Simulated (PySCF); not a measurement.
# Potential energy of CsNa⁻ along the bond

Set-up: Cs def2-SVPD with ECP46, Na def2-SVPD; scalar-relativistic core potentials (PySCF 2.14). Energies in eV from Cs + Na⁻ in their ground configurations at the same level. State: ²Σ⁺ (doublet), unpaired electrons σ ↑.

| R (Å) | M06 | ROHF-CCSD |
| --- | --- | --- |
| 3.781 | -0.6345 |  |
| 3.956 | -0.6628 | -0.5327 |
| 4.132 | -0.6761 | -0.5598 |
| 4.264 | -0.6784 | -0.5708 |
| 4.396 | -0.6755 | -0.5755 |
| 4.528 | -0.6687 | -0.5752 |
| 4.704 | -0.6563 | -0.5688 |
| 4.923 | -0.6369 | -0.5537 |
| 5.187 | -0.6094 | -0.5287 |
| 5.539 | -0.5710 |  |

Task: Put a parabola through the three lowest points of the M06 curve and estimate Re, k and ωe (reduced mass 19.6 u; 1 eV/Å² = 0.16022 mdyn/Å; ωe = 1302.8·√(k/μ) cm⁻¹).

Result: Through R = 4.132, 4.264, 4.396 Å the second-order coefficient is 0.149 eV/Å², so Re ≈ 4.256 Å, k ≈ 0.0478 mdyn/Å and ωe ≈ 64 cm⁻¹. A polynomial fit of higher order to the unrounded M06 energies gives Re = 4.247 Å, k = 0.0485 mdyn/Å, ωe = 64.8 cm⁻¹; anharmonicity and rounding make the difference.

The higher-order fit for each curve: M06: Re = 4.247 Å, ωe = 64.8 cm⁻¹, De = 0.68 eV; ROHF-CCSD: Re = 4.452 Å, ωe = 60.1 cm⁻¹, De = 0.58 eV.

Correlated steps freeze 1 core orbital. Correlated levels converge slowly with the basis: in double zeta they bind strong bonds too weakly, by up to about 1 eV, and carry superposition errors of some tenths. Spin–orbit coupling is left out. For an ion De counts to the pair picked by the measured ionisation energies or electron affinities, which need not be the lowest pair at this level. The highest Kohn–Sham level is positive in this anion. Much of that is self-interaction error, but it also means that the finite basis helps to hold the extra electron. The state was picked by a PBE0 search and need not be the measured ground state.
